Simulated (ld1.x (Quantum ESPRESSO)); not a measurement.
**Mo: excitation energies, all-electron against TM**

| Item | Value |
| --- | --- |
| Element | Mo |
| Generator | ld1.x (Quantum ESPRESSO) 7.5 |
| Type | norm-conserving Troullier–Martins (Kleinman–Bylander form) |
| Functional | Wu–Cohen |
| Relativity | scalar-relativistic |
| Frozen core | [Ar] 3d10 4s2 |
| Valence charge | 12 |
| Reference configuration | 4p6 4d4 5s0 5p0 (charge +2) |
| Partial waves | 4p (bound): rc 1.40 bohr; 4d (bound): rc 1.85 bohr; 5s (bound, empty): rc 2.75 bohr |
| Local potential | the s channel |
| Core correction | a·sin(br)/r model core inside 0.85 bohr |

Energies are relative to the spin-unpolarised reference configuration 4p6 4d4 5s0 5p0; without spin polarisation the order of configurations can differ from experiment. The frozen-core shift is the all-electron ΔE with the core orbitals held at their reference shape minus the fully relaxed ΔE.

```tsv
valence configuration	charge	ΔE all-electron (eV)	error AE − PS (meV)	frozen-core shift (meV)
4p6 4d5 5s1 5p0	0	-22.340	-44	+4.2
4p6 4d3 5s0 5p0	+3	26.727	-105	+17
4p6 4d6 5s0 5p0	0	-21.566	-189	+15
4p5 4d5 5s1 5p0	+1	21.621	-158	+29
4p6 4d5 5s0 5p1	0	-19.112	-474	+5.3
```

Q: What are ΔE and the potential's error for 4p6 4d4 5s1 5p0?

A: ΔE = -14.257 eV all-electron; the error (AE − PS) is -10.0 meV.

Q: What are ΔE and the potential's error for 4p6 4d5 5s0 5p0?

A: ΔE = -15.450 eV all-electron; the error (AE − PS) is -73 meV.

These tests converged, but a pseudo level misses the all-electron one widely, so the file describes the atom poorly there or has found another state: 4p6 4d3 5s0 5p0: empty 5p by 2.2 eV. A variational frozen-core shift is positive and of second order in the change. This column holds negative values, so the frozen-core run of ld1.x carries numerical noise or an error of first order here, and the column gives no more than the rough size of the effect.
